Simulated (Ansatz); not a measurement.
Reaction: C2H5Si (SMILES [CH2][Si]C, doublet) → C2H5Si (SMILES [CH]=C[SiH3], doublet)
Each species at its own B3LYP-D3(BJ)/def2-TZVP minimum (Ansatz, a quantum-chemistry and plane-wave program).

Quantity: isomerisation energy (electronic), in kcal/mol. Radicals and triplets start from unrestricted determinants; spin-orbit coupling is neglected. CBS(X,Y): correlation extrapolated as X^-3, Hartree-Fock from the larger set. A bracket is a step between two methods taken in the basis named. Functionals run without relativity, which enters their misses. Double hybrids freeze cores in their MP2 part. 'core' is core correlation in cc-pwCVTZ (1s frozen past Ne), 'X2C' scalar relativity in cc-pVTZ-DK, both at CCSD(T). The UHF reference of C2H5Si ([CH2][Si]C, doublet) is spin-contaminated (<S^2> up to 0.37 over the pure value in the sets run). The UHF reference of C2H5Si ([CH]=C[SiH3], doublet) is spin-contaminated (<S^2> up to 0.17 over the pure value in the sets run).

CCSD(T)/CBS(cc-pV(T+d)Z,cc-pV(Q+d)Z) + [CCSDT(Q) - CCSD(T)]/cc-pV(D+d)Z + core + X2C (Ansatz) gives 12.3 kcal/mol.

Task: How far off this value is PBE/def2-TZVPD (Ansatz), in which direction, and how far these levels: r2SCAN/def2-TZVPD, B3LYP/def2-TZVPD, wB97M-V/def2-TZVPD, B2PLYP/def2-TZVPD, CCSD(T)/CBS(cc-pV(T+d)Z,cc-pV(Q+d)Z) + core + X2C?

Result: PBE gives 15.5 kcal/mol, 3.2 kcal/mol above it. Differences of the others: r2SCAN/def2-TZVPD (Ansatz) 0.2; B3LYP/def2-TZVPD (Ansatz) -2.0; wB97M-V/def2-TZVPD (Ansatz) -1.5; B2PLYP/def2-TZVPD (Ansatz) -1.3; CCSD(T)/CBS(cc-pV(T+d)Z,cc-pV(Q+d)Z) + core + X2C (Ansatz) -0.5 kcal/mol.
